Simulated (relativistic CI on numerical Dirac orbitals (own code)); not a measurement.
# Ni²⁺ in a cubic cluster: 2p photoemission with charge transfer

Computed with a charge-transfer multiplet model of a cubic metal-ligand cluster with up to 2 ligand holes, Slater and spin-orbit integrals from Dirac-Coulomb-Breit ions, Slater integrals scaled by 0.8. The ground state mixes d8 with configurations of k ligand holes L, whose averages lie at kΔ + k(k − 1)U_dd/2; a core hole lowers each added d electron by U_cd. 20 K, Lorentzian 0.6 eV and Gaussian 0.8 eV FWHM.

Atomic integrals in eV (Slater integrals scaled, ζ unscaled), ground: F2dd 9.736, F4dd 6.042, zeta_d 0.080; with the core hole: F2dd 11.178, F4dd 6.982, zeta_d 0.114, zeta_core 11.406, F2cd 6.704, G1cd 5.115, G3cd 2.909.

Cluster parameters (eV): Δ = 2.1, U_dd = 7.2, 10Dq = 0.85, 10Dq(ligand) = 0.2, V(eg) = 2, V(t2g) = -0.91, final-state hopping factor = 1.

```tsv
Case	n_d	d8	d9L	d10L2	S
U_cd = 7.4 eV	8.27	0.74	0.25	0.01	1.00
U_cd = 8 eV	8.27	0.74	0.25	0.01	1.00
U_cd = 8.6 eV	8.27	0.74	0.25	0.01	1.00
U_cd = 9.2 eV	8.27	0.74	0.25	0.01	1.00
U_cd = 10.4 eV	8.27	0.74	0.25	0.01	1.00
```

Weights, n_d and S are thermal averages at 20 K. Binding energies count from the first peak over 30 % of the highest in each spectrum, which can be another peak from case to case. The parameters are a model scan and need not match a compound or its usual spin state. Peaks in eV (height, largest 100):
- U_cd = 7.4 eV: 0.0 (100), 3.4 (8), 5.8 (47), 9.3 (13), 11.1 (9), 17.5 (47), 23.3 (27), 26.4 (12)
- U_cd = 8 eV: 0.0 (100), 3.3 (7), 5.8 (54), 9.4 (18), 11.6 (10), 17.5 (47), 23.2 (30), 26.7 (16)
- U_cd = 8.6 eV: 0.0 (100), 5.8 (58), 9.8 (23), 12.2 (12), 17.5 (47), 23.1 (32), 27.2 (21), 28.9 (5)
- U_cd = 9.2 eV: 0.0 (100), 5.8 (60), 10.3 (28), 12.8 (13), 17.5 (47), 23.0 (34), 27.7 (26), 29.5 (6)
- U_cd = 10.4 eV: 0.0 (100), 5.7 (62), 10.9 (40), 11.5 (39), 14.2 (17), 17.4 (48), 22.8 (41), 28.9 (36), 30.9 (7)

For the case U_cd = 8.6 eV, Δ = 2.1 eV is smaller than U_dd = 7.2 eV, the charge-transfer side of the Zaanen-Sawatzky-Allen scheme. With the core hole the configuration with one ligand hole lies at Δ − U_cd = -5.3, -5.9, -6.5, -7.1, -8.3 eV from the one without, in the order of the table; where this is negative the screened configuration lies lower.
